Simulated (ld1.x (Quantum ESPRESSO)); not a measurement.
An all-electron radial function and its pseudo partner (chlorine)

Columns: radius, all-electron u(r) and pseudo u(r) of the 3p shell (level -8.61 eV) of chlorine in the configuration [Ne] 3s2 3p5; PBE, non-relativistic, TM scheme, ld1.x (Quantum ESPRESSO) 7.5.

| r (bohr) | all-electron | pseudo |
| --- | --- | --- |
| 0.068 | 0.1152 | -0.0045 |
| 0.135 | 0.2651 | -0.0177 |
| 0.202 | 0.3476 | -0.0393 |
| 0.270 | 0.3546 | -0.0693 |
| 0.338 | 0.3019 | -0.1069 |
| 0.405 | 0.2123 | -0.1506 |
| 0.473 | 0.1006 | -0.2006 |
| 0.540 | -0.0173 | -0.2544 |
| 0.608 | -0.1361 | -0.3125 |
| 0.675 | -0.2469 | -0.3717 |
| 0.742 | -0.3481 | -0.4314 |
| 0.810 | -0.4393 | -0.4911 |
| 0.878 | -0.5187 | -0.5482 |
| 0.945 | -0.5852 | -0.6004 |
| 1.013 | -0.6412 | -0.6478 |
| 1.080 | -0.6855 | -0.6878 |
| 1.148 | -0.7202 | -0.7208 |
| 1.215 | -0.7454 | -0.7455 |
| 1.283 | -0.7627 | -0.7627 |
| 1.350 | -0.7727 | -0.7727 |
| 1.418 | -0.7765 | -0.7765 |
| 1.485 | -0.7750 | -0.7750 |
| 1.553 | -0.7690 | -0.7690 |
| 1.620 | -0.7593 | -0.7593 |
| 1.688 | -0.7464 | -0.7464 |
| 1.755 | -0.7312 | -0.7312 |

**Question.** How many radial nodes do the two functions have?

**Answer.** The all-electron 3p function has n − l − 1 = 1; the pseudo-wave has 0, since the states of the same l below it are removed with the core.

**Question.** At about which radius was the pseudo-wave matched?

**Answer.** 1.35 bohr. The columns agree to 0.0005 from 1.22 bohr on; several derivatives are matched, so the curves merge somewhat inside the radius.

**Question.** Is the pseudo-wave norm-conserving?

**Answer.** Yes: the TM scheme keeps the norm inside the radius equal to the all-electron one, which fixes the energy derivative of the logarithmic derivative at the level.
